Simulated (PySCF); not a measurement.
## Sc⁺ (scandium, charge +1) across methods

[Ar] 3d1 4p1, one real determinant (an excited configuration). Computed with PySCF 2.14 in ANO-RCC-VTZP (6s5p3d2f1g, 59 functions), with scalar relativity by spin-free X2C-1e.

```csv
method,E (hartree),mean ε 3p β (eV),mean ε 3d α (eV),mean ε 4p α (eV),Σ⟨r²⟩ (bohr²),⟨S²⟩
r2SCAN,-763.786,-42.036,-12.004,-7.543,35.89,2.001
CAM-B3LYP,-763.861,-45.129,-14.792,-8.730,35.63,2.001
M06,-763.797,-43.955,-12.782,-7.826,36.05,2.000
UHF,-762.96811,-49.929,-17.680,-9.011,37.10,2.002
PBE,-763.606,-41.242,-11.754,-7.562,35.69,2.000
PBE0,-763.644,-43.718,-13.366,-8.017,35.88,2.001
TPSSh,-763.845,-42.440,-12.508,-7.675,35.96,2.001
```

**Question.** Estimate the same row for LDA.

**Answer.** E (hartree) = -761.834; mean ε 3p β (eV) = -41.315; mean ε 3d α (eV) = -11.693; mean ε 4p α (eV) = -7.548; Σ⟨r²⟩ (bohr²) = 35.38; ⟨S²⟩ = 2.000.

⟨L²⟩ = 8.01 against 12 for a pure F term, so this real determinant mixes terms.
